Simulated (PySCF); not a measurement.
C3H4BF5.
Geometry (PBE0-D3(BJ)/def2-SVP, Å), atoms numbered from 1 in this order:
```xyz
13
C3H4BF5 angstrom
F      2.9564    0.8678    1.1948
B      1.9622    0.8435    0.3283
F      2.1259    1.5439   -0.7791
C      0.6687    0.0184    0.6122
C     -0.4321    0.1383   -0.4286
C     -1.6273   -0.7180   -0.1038
F     -1.3008   -2.0158   -0.0480
F     -2.1573   -0.3943    1.0828
F     -2.5877   -0.5856   -1.0215
H      0.9742   -1.0369    0.7296
H      0.2943    0.3102    1.6088
H     -0.0804   -0.1621   -1.4269
H     -0.7916    1.1745   -0.5181
```

Lines to be assigned: B 1s: 199.97 eV; C 1s: 291.43 (area 1), 292.05 (area 1), 298.35 (area 1) eV; F 1s: 693.88 (area 2), 694.05 (area 3) eV.

The calculation used PySCF, delta-SCF UKS SCAN, pcX-2 on the ionised atom, pcseg-1 elsewhere, spin-free X2C. One conformer (not necessarily the lowest) at the PBE0-D3(BJ)/def2-SVP geometry, without solvent, vibrations or thermal averaging.

**Question.** Which carbon gives which C 1s line?

**Answer.** 291.43 eV: C4 (sp3 carbon bound to boron); 292.05 eV: C5 (chain CH2 carbon); 298.35 eV: C6 (CF3 carbon). Lowest listed C 1s: C4, bonded to C, 2 H and B. Highest, 6.92 eV above it: C6, bonded to 3 F and C. The widest gap between neighbouring values is 6.30 eV, between 292.05 and 298.35 eV. Summing the Pauling electronegativity differences to the bonded atoms, each weighted by its formal bond order, gives -1.21 for the lowest site and +4.29 for the highest; no listed site has a larger sum than the highest.

**Question.** Which fluorine gives which F 1s line?

**Answer.** 693.88 eV: F1/F3 (boron-bound fluorine); 694.05 eV: F7/F8/F9 (fluorine of a CF3 group). The 2 F 1s values lie within 0.17 eV of each other; Gaussian lines of 0.5 eV full width would blend them into one maximum.

Bonded neighbours of each site: F1/F3: B; B2: 2 F and C; C4: C, 2 H and B; C5: 2 C and 2 H; C6: 3 F and C; F7/F8/F9: C.

**Question.** Express the binding energy of C 1s of C4 in atomic units and per mole.

**Answer.** 291.43 eV = 10.7099 Eh = 28119 kJ/mol.

One atom of each set of topologically equivalent atoms was ionised and stands for the set; in this conformer not all members are related by symmetry, and their own values weren't computed.

Time: 61 s of wall time; peak memory 0.58 GiB. Hardware: Arm Neoverse V1, one thread, shared host.
